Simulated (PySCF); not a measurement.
Species: C4H9NO2Si.
Geometry (PBE0-D3(BJ)/def2-SVP, Å), atoms numbered from 1 in this order:
```
atom  x, y, z in Å
C1    -3.2904   -0.2480   -0.4691
C2    -1.8809   -0.4198    0.0459
O3    -1.5409   -1.3301    0.7719
N4    -0.9967    0.5365   -0.3878
C5     0.3509    0.5090   -0.0420
C6     1.2480    1.4176   -0.4498
O7     2.5631    1.4207   -0.1385
Si8    3.3833    0.2899    0.7951
H9    -3.6590    0.7769   -0.3099
H10   -3.3313   -0.4592   -1.5495
H11   -3.9421   -0.9563    0.0542
H12   -1.3320    1.2750   -0.9927
H13    0.6013   -0.3388    0.6021
H14    0.9688    2.2603   -1.0924
H15    2.8134    0.2423    2.1744
H16    4.7928    0.7583    0.8205
H17    3.2813   -1.0641    0.1738
```

Computed with PySCF at B3LYP/def2-SVPD, non-relativistic, on one gas-phase PBE0-D3(BJ)/def2-SVP geometry that isn't relaxed in the solvent. The solvent is an IEF-PCM continuum (cavity from Bondi-type radii × 1.2), and excitations are vertical TDDFT with non-equilibrium linear response and a frozen core. The model holds no explicit solvent molecules, cavitation or dispersion.

Gas-phase singlets (H = HOMO, L = LUMO):

```json
{"state": "S1", "E (eV)": "5.032", "λ (nm)": "246", "f": "0.001", "leading configurations": "H→L+1 98%"}
{"state": "S2", "E (eV)": "5.116", "λ (nm)": "242", "f": "0.004", "leading configurations": "H→L+2 96%"}
{"state": "S3", "E (eV)": "5.287", "λ (nm)": "235", "f": "0.463", "leading configurations": "H→L 95%"}
{"state": "S4", "E (eV)": "5.439", "λ (nm)": "228", "f": "0.001", "leading configurations": "H-1→L 92%"}
{"state": "S5", "E (eV)": "5.773", "λ (nm)": "215", "f": "0.009", "leading configurations": "H→L+3 95%"}
```

Question: What are the lowest 5 singlets in cyclohexane (ε = 2.017)?

Answer: 
```tsv
state	E (eV)	λ (nm)	f	leading configurations	change by rank (eV)
S1	5.057	245	0.002	H→L+1 98%	+0.025
S2	5.148	241	0.558	H→L 96%	+0.032
S3	5.285	235	0.007	H→L+2 96%	-0.002
S4	5.521	225	0.001	H-1→L 92%	+0.082
S5	5.792	214	0.010	H→L+3 90%	+0.019
```

Question: How do the frontier levels move from gas to cyclohexane?

Answer: 
```
orbital  gas (eV)  solvent (eV)  change (eV)
 LUMO+2      0.06          0.26        +0.20
 LUMO+1     -0.06          0.01        +0.07
   LUMO     -0.39         -0.37        +0.02
   HOMO     -5.96         -5.92        +0.04
 HOMO-1     -7.37         -7.43        -0.06
 HOMO-2     -8.86         -8.85        +0.01
 HOMO-3     -9.08         -9.03        +0.05
```

The HOMO–LUMO gap goes from 5.57 to 5.55 eV.

Time: 44 s of wall time; peak memory 1.1 GiB. Hardware: an Arm Neoverse V1 with one thread, no GPU (shared host). This is the whole response run at B3LYP/def2-SVPD in cyclohexane, SCF included.
